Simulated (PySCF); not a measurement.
Compound: CH7Ge2NSi.
Cartesian coordinates in Å at the GFN2-xTB level; atoms count from 1:
```xyz
12
CH7Ge2NSi angstrom
N      0.052    3.186   -0.702
C      0.055    2.136   -0.242
Ge     0.062    0.359    0.488
Si     2.116   -0.695   -0.019
Ge    -2.060   -0.555   -0.168
H     -0.070    0.722    1.964
H      2.122   -2.012    0.619
H      3.223    0.109    0.495
H      2.239   -0.852   -1.468
H     -2.307   -1.913    0.427
H     -2.188   -0.759   -1.649
H     -3.244    0.275    0.229
```

Vertical excitations from PySCF (density fitting, frozen core in the response, grid level 2 and gas phase unless stated; continuum runs use non-equilibrium linear response for the excitations) on a GFN2-xTB geometry. Reference run:

```csv
settings,"S1, eV (f)","S2, eV (f)","S3, eV (f)","S4, eV (f)","S5, eV (f)","S6, eV (f)","T1, eV (Tamm–Dancoff)",mean α (au)
"B3LYP/def2-SVPD, full TDDFT, 8 singlets",6.54 (0.175),6.63 (0.187),6.78 (0.003),6.87 (0.063),7.03 (0.062),7.13 (0.140),5.67,110.7
```

Problem. What do these settings give: CAM-B3LYP/def2-SVPD, IEF-PCM chloroform, start guess vsap, TDA, 25 singlets?

Solution. 
```csv
settings,"S1, eV (f)","S2, eV (f)","S3, eV (f)","S4, eV (f)","S5, eV (f)","S6, eV (f)","T1, eV (Tamm–Dancoff)",mean α (au)
"CAM-B3LYP/def2-SVPD, IEF-PCM chloroform, start guess vsap, TDA, 25 singlets",6.86 (0.256),6.99 (0.497),7.22 (0.087),7.30 (0.239),7.49 (0.105),7.53 (0.156),5.92,136.2
```

S1 moves by +0.32 eV; functional, environment and response scheme change together, so the shift can't be laid on one. States are counted by energy in each run and needn't keep their character from row to row.

Problem. Give the leading configurations of S1 (H = HOMO, L = LUMO) and the HOMO–LUMO gap of each run.

Solution. 
| settings | S1 configurations (weight) | S1 (eV) | orbital gap (eV) | S1 − gap (eV) |
| --- | --- | --- | --- | --- |
| B3LYP/def2-SVPD, full TDDFT, 8 singlets | H→L 0.44, H→L+1 0.41 | 6.54 | 7.14 | -0.60 |
| CAM-B3LYP/def2-SVPD, IEF-PCM chloroform, start guess vsap, TDA, 25 singlets | H→L+2 0.36, H→L 0.34, H→L+3 0.12 | 6.86 | 9.76 | -2.90 |

The species at its GFN2-xTB geometry. The B3LYP/def2-SVPD calculation is non-relativistic and has no spin–orbit coupling, an omission that weighs most on germanium.
